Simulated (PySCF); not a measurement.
# How methods differ on the fine-structure interval of As¹⁶⁺

As¹⁶⁺ [Ne] 3s2 3p5 [3p1/2^2 3p3/2^3, M_J = 3/2] → As¹⁶⁺ [Ne] 3s2 3p5 [3p1/2^1 3p3/2^4, M_J = 1/2], as a difference of total energies. Calculation: PySCF 2.14, in an even-tempered Gaussian basis (19 s from 1.5 bohr⁻², ratio 2.4; 14 p from 1.9 bohr⁻², ratio 2.4; 5 d from 9.8 bohr⁻², ratio 2.6; 4 f from 15 bohr⁻², ratio 2.6); the two-component X2C-1e Hamiltonian. Correlated levels: 1s2 frozen; the 56 highest virtual spinors dropped. "Screened" scales the spin-orbit matrix elements by Boettger's factors to mimic the two-electron term; Breit and QED terms are absent.

```
                    method  fine-structure interval (cm⁻¹)
 GHF (screened spin-orbit)                           57425
GMP2 (screened spin-orbit)                           58667
     GHF (bare spin-orbit)                           61265
```
